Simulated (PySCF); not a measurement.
Radial density of Fe²⁺ (iron, charge +2)

UHF, [Ar] 3d5 4p1, high-spin 7P determinant (an excited configuration). All numbers are calculated (PySCF 2.14, no relativity, point nucleus, in def2-TZVPPD (6s6p4d2f1g, 67 functions)).

| r (bohr) | 4πr²ρ (e/bohr) | 4πr²(ρα − ρβ) |
| --- | --- | --- |
| 0.000826 | 0.09759 | 0.0000 |
| 0.00139 | 0.2689 | 0.0000 |
| 0.00234 | 0.7226 | 0.0000 |
| 0.00393 | 1.884 | 0.0001 |
| 0.00661 | 4.635 | 0.0001 |
| 0.0111 | 10.39 | 0.0003 |
| 0.0187 | 19.87 | 0.0008 |
| 0.0315 | 29.38 | 0.0027 |
| 0.0529 | 29.77 | 0.0108 |
| 0.0890 | 24.23 | 0.0449 |
| 0.150 | 32.09 | 0.2014 |
| 0.252 | 29.25 | 0.9528 |
| 0.424 | 12.93 | 3.3378 |
| 0.712 | 16.60 | 5.1687 |
| 1.20 | 6.968 | 2.8208 |
| 2.02 | 0.9969 | 0.8116 |
| 3.39 | 0.3116 | 0.3115 |
| 5.70 | 0.02127 | 0.0213 |
